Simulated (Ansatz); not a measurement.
Isolated molecules relaxed with PBE0-D4/def2-TZVP in Ansatz; ΔE leaves out vibrations. CCSD(T)/CBS is the MP2 limit (def2-TZVPP, def2-QZVPP) plus CCSD(T) − MP2 in def2-TZVPP, frozen cores. This one scheme is used for every species. DFT in def2-TZVPP. HSE06 is defined as in plane-wave codes. For Br outer-core shells are correlated without core-valence functions, which leaves a few kJ/mol of doubt a bond. Scalar relativity is left out up to krypton. One conformer a species, not always the lowest.

Consider the ligand exchange at a B–O bond: `COB(Br)OC` + HBr → `COB(Br)Br` + CH₃OH.

`COB(Br)OC`:

Cartesian coordinates in Å:
```
C 0.516 -1.976 0.730
O -0.697 -1.500 0.168
B -0.801 -0.219 -0.223
Br -2.502 0.327 -0.978
O 0.230 0.639 -0.095
C 0.193 1.998 -0.485
H 0.371 -3.029 0.964
H 1.342 -1.869 0.023
H 0.764 -1.430 1.643
H 1.166 2.427 -0.251
H -0.584 2.540 0.059
H 0.002 2.092 -1.556
```

HBr:

Cartesian coordinates in Å:
```
Br -0.676 0.090 0.199
H 0.676 -0.090 -0.199
```

`COB(Br)Br`:

```xyz
8

C    -0.617   -0.299    0.963
O     0.009   -0.645   -0.261
B     0.658    0.165   -1.086
Br    1.408   -0.593   -2.677
Br    0.881    2.053   -0.766
H    -1.662   -0.604    0.905
H    -0.125   -0.851    1.764
H    -0.552    0.773    1.157
```

CH₃OH:

Z-matrix (Å, degrees):
```
C
O 1 1.409
H 1 1.097 2 112.4
H 1 1.090 2 107.0 3 -118.5
H 1 1.097 2 112.4 3 123.0
H 2 0.959 1 108.5 3 -61.6
```

Q: Is it downhill or uphill in electronic energy at CCSD(T)/CBS, and by how much? (An estimate is asked.)

A: Ansatz gave: Uphill: ΔE = +0.61 eV.

Q: What do these levels give: revPBE-D4, r2SCANh-D4, B2PLYP, PBE, r2SCAN, HSE06, LC-ωPBE, CCSD/def2-SVP, SCS-MP2/def2-TZVPP, CCSD(T)/def2-TZVPP, HF/CBS(def2), CCSD/CBS(def2)? (Best estimate.)

A: Ansatz gave: revPBE-D4 0.54, r2SCANh-D4 0.64, B2PLYP 0.65, PBE 0.54, r2SCAN 0.63, HSE06 0.57, LC-ωPBE 0.64, CCSD/def2-SVP 0.84, SCS-MP2/def2-TZVPP 0.62, CCSD(T)/def2-TZVPP 0.66, HF/CBS(def2) 0.78, CCSD/CBS(def2) 0.63 eV.

Largest T1 diagnostic among the species: 0.011.

Leaving LDA and LC-ωPBE aside and taking each functional with its dispersion term where it has one, the values, not all of them listed here, spread over 0.19 eV, from revPBE-D4 to CAM-B3LYP-D4. LDA lies +0.12 eV from PBE without D4. At CCSD(T), def2-SVP lies +0.22 eV from the extrapolated value and def2-TZVPP +0.05 eV. From PBE to PBE0 (25 % exact exchange), in def2-TZVPP and without D4, ΔE moves by +0.04 eV.
